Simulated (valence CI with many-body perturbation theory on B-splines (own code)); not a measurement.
**Ho LXI: electric-dipole lines**

Method: relativistic CI+MBPT: five valence electrons over a frozen Dirac-Fock core [He], a basis of 11 s, 11 p, 10 d, 8 f, 5 g, 2 h functions for each j, with the one-electron correlation potential Σ1 (screened to all orders), the two-electron term Σ2, the three-electron term Σ3, Breit, model QED; selected single and double excitations, second order for the rest, scaled by the run's own slope (own B-spline code, finite nucleus).

The last digits are not significant, and no measured levels were compared; by estimate large intervals hold to a few tenths of a per cent, small ones and those within an open d or f shell to about a per cent. Among the levels kept, up to 7300 cm⁻¹ of a level comes from second order outside the variational space, and about a tenth of that is noise between levels of different J, which matters for small intervals.

Lines 101 to 150 of 584 in falling wavelength, among levels below 741.88 Ry, chosen from the strongest by gf and those to the six lowest levels. Wavelengths and rates use the calculated energies. Electric multipoles are in the length gauge, E1 and E2 with the static RPA response of the core. Weak lines are less certain than strong ones. Lines between different terms over intervals too small for the method are left out, as are lines whose strength nearly cancels. The highest levels of a list are the least certain.

Levels are named by their leading jj configuration (3d3/2^4 stands for four electrons in 3d with j = 3/2), which in mixed levels can hold well under half, so a name can repeat and another be missing. Letters in brackets count levels of one name in rising energy.

| λ vac (nm) | Upper | Lower | A (s⁻¹) | log gf | Branch % |
| --- | --- | --- | --- | --- | --- |
| 3.503 | (2s 2p1/2^2 2p3/2 3d3/2) J=5/2 [b] | (2s 2p1/2^2 2p3/2 3p1/2) J=3/2 [b] | 2.72e+11 | -0.52 | 0.7 |
| 3.501 | (2s^2 2p1/2^2 3d3/2) J=3/2 | (2s^2 2p1/2^2 3p1/2) J=1/2 | 3.90e+11 | -0.54 | 0.2 |
| 3.498 | (2s^2 2p1/2 2p3/2 3p3/2) J=3/2 [a] | (2s^2 2p1/2 2p3/2 3s) J=1/2 | 2.08e+11 | -0.82 | 5.9 |
| 3.496 | (2s 2p1/2 2p3/2^2 3d3/2) J=9/2 | (2s 2p1/2 2p3/2^2 3p1/2) J=7/2 | 3.60e+11 | -0.18 | 9.6 |
| 3.495 | (2s 2p1/2^2 2p3/2 3d3/2) J=7/2 | (2s 2p1/2^2 2p3/2 3p1/2) J=5/2 | 3.57e+11 | -0.28 | 5.4 |
| 3.494 | (2s^2 2p3/2^2 3d3/2) J=5/2 | (2s^2 2p3/2^2 3p1/2) J=3/2 | 1.84e+11 | -0.69 | 0.0 |
| 3.493 | (2s 2p1/2 2p3/2^2 3d3/2) J=5/2 [c] | (2s 2p1/2 2p3/2^2 3p1/2) J=3/2 [b] | 2.57e+11 | -0.55 | 0.4 |
| 3.492 | (2s 2p1/2 2p3/2^2 3d3/2) J=1/2 [a] | (2s 2p1/2 2p3/2^2 3p1/2) J=3/2 [a] | 4.09e+11 | -0.83 | 0.2 |
| 3.491 | (2s 2p1/2 2p3/2^2 3p3/2) J=5/2 [a] | (2s 2p1/2 2p3/2^2 3s) J=5/2 [a] | 2.29e+11 | -0.60 | 0.1 |
| 3.491 | (2s^2 2p1/2 2p3/2 3p3/2) J=1/2 [a] | (2s^2 2p1/2 2p3/2 3s) J=1/2 | 3.88e+11 | -0.85 | 0.9 |
| 3.490 | (2s 2p1/2 2p3/2^2 3d3/2) J=7/2 [a] | (2s 2p1/2 2p3/2^2 3p1/2) J=5/2 [a] | 3.60e+11 | -0.28 | 0.1 |
| 3.490 | (2s^2 2p1/2 2p3/2 3d3/2) J=7/2 | (2s^2 2p1/2 2p3/2 3p1/2) J=5/2 | 3.85e+11 | -0.25 | 3.1 |
| 3.486 | (2s 2p1/2 2p3/2^2 3d3/2) J=3/2 [d] | (2s 2p1/2 2p3/2^2 3p1/2) J=3/2 [b] | 1.24e+11 | -1.04 | 0.1 |
| 3.485 | (2s 2p1/2 2p3/2^2 3d3/2) J=5/2 [d] | (2s 2p1/2 2p3/2^2 3p1/2) J=3/2 [c] | 2.37e+11 | -0.59 | 0.1 |
| 3.484 | (2s 2p1/2 2p3/2^2 3p3/2) J=3/2 [d] | (2s 2p1/2 2p3/2^2 3s) J=3/2 [b] | 1.57e+11 | -0.94 | 0.1 |
| 3.482 | (2s 2p1/2 2p3/2^2 3p3/2) J=9/2 | (2s 2p1/2 2p3/2^2 3s) J=7/2 | 5.25e+11 | -0.02 | 20.4 |
| 3.481 | (2s^2 2p1/2 2p3/2 3p3/2) J=5/2 [a] | (2s^2 2p1/2 2p3/2 3s) J=3/2 [a] | 6.08e+11 | -0.18 | 15.3 |
| 3.480 | (2s 2p1/2^2 2p3/2 3d3/2) J=1/2 [a] | (2s 2p1/2^2 2p3/2 3p1/2) J=3/2 [a] | 4.17e+11 | -0.82 | 0.5 |
| 3.477 | (2s^2 2p3/2^2 3p3/2) J=5/2 | (2s^2 2p3/2^2 3s) J=5/2 | 3.07e+11 | -0.48 | 1.3 |
| 3.473 | (2s 2p1/2 2p3/2^2 3p3/2) J=3/2 [c] | (2s 2p1/2 2p3/2^2 3s) J=1/2 [a] | 5.50e+11 | -0.40 | 0.4 |
| 3.471 | (2s 2p1/2^2 2p3/2 3p3/2) J=5/2 [a] | (2s 2p1/2^2 2p3/2 3s) J=3/2 [a] | 2.30e+11 | -0.60 | 0.1 |
| 3.470 | (2p1/2^2 2p3/2^2 3p3/2) J=7/2 | (2p1/2^2 2p3/2^2 3s) J=5/2 | 3.59e+11 | -0.28 | 0.1 |
| 3.470 | (2p1/2^2 2p3/2^2 3p3/2) J=5/2 | (2p1/2^2 2p3/2^2 3s) J=5/2 | 1.79e+11 | -0.71 | 0.1 |
| 3.468 | (2s 2p1/2 2p3/2^2 3d3/2) J=5/2 [a] | (2s 2p1/2 2p3/2^2 3p1/2) J=3/2 [a] | 1.76e+11 | -0.72 | 0.1 |
| 3.467 | (2s 2p1/2 2p3/2^2 3p3/2) J=7/2 [b] | (2s 2p1/2 2p3/2^2 3s) J=7/2 | 3.36e+11 | -0.31 | 0.3 |
| 3.465 | (2s 2p1/2 2p3/2^2 3p3/2) J=5/2 [d] | (2s 2p1/2 2p3/2^2 3s) J=3/2 [c] | 3.81e+11 | -0.39 | 0.9 |
| 3.462 | (2s^2 2p1/2 2p3/2 3d3/2) J=3/2 [a] | (2s^2 2p1/2 2p3/2 3p1/2) J=1/2 | 2.11e+11 | -0.82 | 0.1 |
| 3.459 | (2s^2 2p3/2^2 3d3/2) J=1/2 | (2s^2 2p3/2^2 3p1/2) J=3/2 | 3.99e+11 | -0.84 | 0.0 |
| 3.455 | (2s 2p1/2 2p3/2^2 3d3/2) J=3/2 [d] | (2s 2p1/2 2p3/2^2 3p1/2) J=1/2 [b] | 1.51e+11 | -0.97 | 0.1 |
| 3.454 | (2s 2p1/2^2 2p3/2 3p3/2) J=7/2 | (2s 2p1/2^2 2p3/2 3s) J=5/2 | 5.13e+11 | -0.13 | 9.0 |
| 3.437 | (2s 2p1/2 2p3/2^2 3p3/2) J=3/2 [d] | (2s 2p1/2 2p3/2^2 3s) J=1/2 [b] | 2.41e+11 | -0.77 | 0.2 |
| 3.435 | (2s 2p1/2 2p3/2^2 3p3/2) J=3/2 [e] | (2s 2p1/2 2p3/2^2 3s) J=3/2 [d] | 2.08e+11 | -0.83 | 0.1 |
| 3.432 | (2s 2p1/2^2 2p3/2 3p3/2) J=1/2 [a] | (2s 2p1/2^2 2p3/2 3s) J=3/2 [a] | 5.26e+11 | -0.73 | 0.1 |
| 3.420 | (2s^2 2p1/2 2p3/2 3d3/2) J=1/2 [a] | (2s^2 2p1/2 2p3/2 3p1/2) J=1/2 | 3.64e+11 | -0.89 | 0.2 |
| 3.420 | (2p1/2^2 2p3/2^2 3d3/2) J=3/2 | (2p1/2^2 2p3/2^2 3p1/2) J=3/2 | 1.37e+11 | -1.02 | 0.4 |
| 3.419 | (2s 2p1/2^2 2p3/2 3d3/2) J=1/2 [b] | (2s 2p1/2^2 2p3/2 3p1/2) J=1/2 | 3.08e+11 | -0.97 | 0.1 |
| 3.414 | (2s^2 2p1/2^2 3p3/2) J=3/2 | (2s^2 2p1/2^2 3s) J=1/2 | 6.31e+11 | -0.36 | 39.3 |
| 3.414 | (2p1/2^2 2p3/2^2 3d3/2) J=7/2 | (2p1/2^2 2p3/2^2 3p1/2) J=5/2 | 1.86e+11 | -0.59 | 1.0 |
| 3.413 | (2s^2 2p3/2^2 3p3/2) J=3/2 [b] | (2s^2 2p3/2^2 3s) J=1/2 | 5.60e+11 | -0.41 | 5.9 |
| 3.412 | (2s 2p1/2 2p3/2^2 3p3/2) J=5/2 [e] | (2s 2p1/2 2p3/2^2 3s) J=5/2 [c] | 8.57e+10 | -1.05 | 0.2 |
| 3.407 | (2s 2p1/2 2p3/2^2 3d5/2) J=3/2 [a] | (2s 2p1/2 2p3/2^2 3p1/2) J=1/2 [a] | 1.56e+11 | -0.96 | 0.0 |
| 3.406 | (2s 2p1/2 2p3/2^2 3p3/2) J=5/2 [e] | (2s 2p1/2 2p3/2^2 3s) J=3/2 [d] | 2.47e+11 | -0.59 | 0.7 |
| 3.406 | (2p1/2^2 2p3/2^2 3p3/2) J=5/2 | (2s 2p1/2 2p3/2^2 3p3/2) J=7/2 [b] | 9.26e+10 | -1.02 | 0.0 |
| 3.406 | (2s 2p1/2 2p3/2^2 3d3/2) J=7/2 [b] | (2s 2p1/2 2p3/2^2 3p1/2) J=7/2 | 2.31e+11 | -0.49 | 0.0 |
| 3.405 | (2s 2p1/2 2p3/2^2 3p3/2) J=3/2 [a] | (2s 2p1/2 2p3/2^2 3s) J=3/2 [a] | 4.12e+11 | -0.54 | 0.1 |
| 3.405 | (2p1/2^2 2p3/2^2 3d3/2) J=7/2 | (2s 2p1/2 2p3/2^2 3d3/2) J=9/2 | 9.31e+10 | -0.89 | 0.5 |
| 3.402 | (2p1/2^2 2p3/2^2 3d3/2) J=5/2 | (2p1/2^2 2p3/2^2 3p1/2) J=3/2 | 1.05e+11 | -0.96 | 0.2 |
| 3.397 | (2p1/2^2 2p3/2^2 3p3/2) J=3/2 [a] | (2p1/2^2 2p3/2^2 3s) J=3/2 | 3.87e+11 | -0.57 | 0.1 |
| 3.392 | (2p1/2^2 2p3/2^2 3p3/2) J=7/2 | (2s 2p1/2 2p3/2^2 3p3/2) J=9/2 | 9.48e+10 | -0.88 | 0.0 |
| 3.380 | (2s^2 2p1/2 2p3/2 3p3/2) J=3/2 [b] | (2s^2 2p1/2 2p3/2 3s) J=3/2 [b] | 2.68e+11 | -0.74 | 2.6 |
